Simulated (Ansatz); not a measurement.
Basis-set series for CH4BBrO (`OBCBr`). The species carries charge 0 and has multiplicity 1. All single points use the PBE0-D4/def2-TZVP geometry. It is one conformer, not always the lowest.

```xyz
8

O     0.538   -0.277   -1.517
B     0.006   -0.546   -0.304
C    -0.453    0.666    0.579
Br    0.987    0.747    1.907
H     0.846   -1.060   -1.980
H    -0.092   -1.674    0.092
H    -1.368    0.514    1.147
H    -0.464    1.631    0.077
```

```json
{"functional": "PBE0-D4", "basis": "def2-SVP", "functions": "94", "energy (Eh)": "-2713.91685", "HOMO (eV)": "-7.68", "LUMO (eV)": "-0.61"}
{"functional": "PBE0-D4", "basis": "def2-TZVPP", "functions": "197", "energy (Eh)": "-2714.39235", "HOMO (eV)": "-7.84", "LUMO (eV)": "-0.87"}
{"functional": "ωB97M-V", "basis": "def2-SVP", "functions": "94", "energy (Eh)": "-2714.16976", "HOMO (eV)": "-9.89", "LUMO (eV)": "1.54"}
{"functional": "ωB97M-V", "basis": "def2-TZVPP", "functions": "197", "energy (Eh)": "-2714.64995", "HOMO (eV)": "-10.07", "LUMO (eV)": "1.10"}
```

(1) Give the rows for def2-QZVPP. (An estimate is asked.)

Answers

(1) Computed: 
| functional | basis | functions | energy (Eh) | HOMO (eV) | LUMO (eV) |
| --- | --- | --- | --- | --- | --- |
| PBE0-D4 | def2-QZVPP | 380 | -2714.45315 | -7.86 | -0.93 |
| ωB97M-V | def2-QZVPP | 380 | -2714.70856 | -10.10 | 0.92 |

Positive LUMOs are unbound and depend on the basis. Scalar relativity is left out up to krypton.
